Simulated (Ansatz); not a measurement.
Species: 3-iodoselenophene, C4H3ISe, net charge 0, singlet state. 
Coordinates optimised at B3LYP-D3(BJ)/def2-TZVP (Ansatz, a program for electronic structure):
SMILES: c1[se]cc(I)c1
```xyz
9

I     -1.3587    -1.5391    -0.4936
C      0.1069    -0.1024    -0.0406
C      1.5007    -0.3837    -0.1950
C      2.3126     0.6498     0.1404
Se     1.3427     2.1439     0.7091
C     -0.2063     1.1358     0.4116
H      1.8669    -1.3367    -0.5479
H      3.3894     0.6726     0.1063
H     -1.1836     1.5473     0.5960
```
Charge 0, spin multiplicity 1.

Dipole moments at this geometry, in debye (magnitudes).

```json
[
 {"level": "SVWN5/def2-TZVPD", "program": "Ansatz", "dipole (D)": "1.32"},
 {"level": "PBE/def2-TZVPD", "program": "Ansatz", "dipole (D)": "1.32"},
 {"level": "BLYP/def2-TZVPD", "program": "Ansatz", "dipole (D)": "1.32"},
 {"level": "revPBE/def2-TZVPD", "program": "Ansatz", "dipole (D)": "1.32"},
 {"level": "B3LYP/def2-TZVPD", "program": "Ansatz", "dipole (D)": "1.29"},
 {"level": "PBE0/def2-TZVPD", "program": "Ansatz", "dipole (D)": "1.30"},
 {"level": "CAM-B3LYP/def2-TZVPD", "program": "Ansatz", "dipole (D)": "1.25"},
 {"level": "LC-wPBE/def2-TZVPD", "program": "Ansatz", "dipole (D)": "1.21"},
 {"level": "CCSD(T)/def2-SVPD", "program": "Ansatz", "dipole (D)": "(withheld)"}
]
```

Some entries are withheld; supply them.


- CCSD(T)/def2-SVPD, dipole (D): 1.20
